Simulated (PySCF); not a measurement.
FeO4, multiplicity 1.

```xyz
5

Fe     0.0000     0.0000     0.2363
O      0.6872     0.0000    -1.3868
O     -0.6872     0.0000    -1.3868
O      0.0000    -1.3403     1.0027
O      0.0000     1.3403     1.0027
```
Charge 0, spin multiplicity 1.

Geometry: TPSSh-D3(BJ)/def2-SVP. The spin state was assumed, not searched.

All values below come from PySCF with B3LYP/pcSseg-1. Non-relativistic, no solvent.

Task: Give the absolute GIAO shielding of each atom: isotropic value and principal components (ppm). (An estimate is asked for; the answer gives what the named calculation found.)

Result: 
| atom | σ(iso) | σ11 | σ22 | σ33 | span |
|---|---|---|---|---|---|
| Fe1 | -8294.7 | -9582.8 | -9101.9 | -6199.4 | 3383.3 |
| O2 | -866.7 | -2269.1 | -433.3 | 102.3 | 2371.4 |
| O3 | -866.7 | -2269.0 | -433.3 | 102.3 | 2371.4 |
| O4 | -1134.2 | -1921.0 | -948.6 | -532.9 | 1388.1 |
| O5 | -1134.2 | -1921.0 | -948.6 | -532.9 | 1388.1 |
